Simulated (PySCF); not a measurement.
CH6S2Si, SMILES C[SiH](S)S. Coordinates come from a B3LYP-D3(BJ)/def2-SVP optimisation. The values are those of a single conformer.

Computed equilibrium geometry at B3LYP-D3(BJ)/def2-SVP (PySCF confirms it by a frequency run) as a Z-matrix (one conformer of several):
```
Si
H 1 1.4909
C 1 1.8732 2 110.61
H 3 1.1009 1 110.41 2 -179.18
H 3 1.1016 4 108.22 1 -120.61
H 3 1.1021 4 108.77 5 -117.57
S 1 2.1551 2 112.18 3 118.20
H 7 1.3534 1 94.92 2 61.82
S 1 2.1659 2 107.70 3 -124.04
H 9 1.3548 1 94.49 2 36.29
```
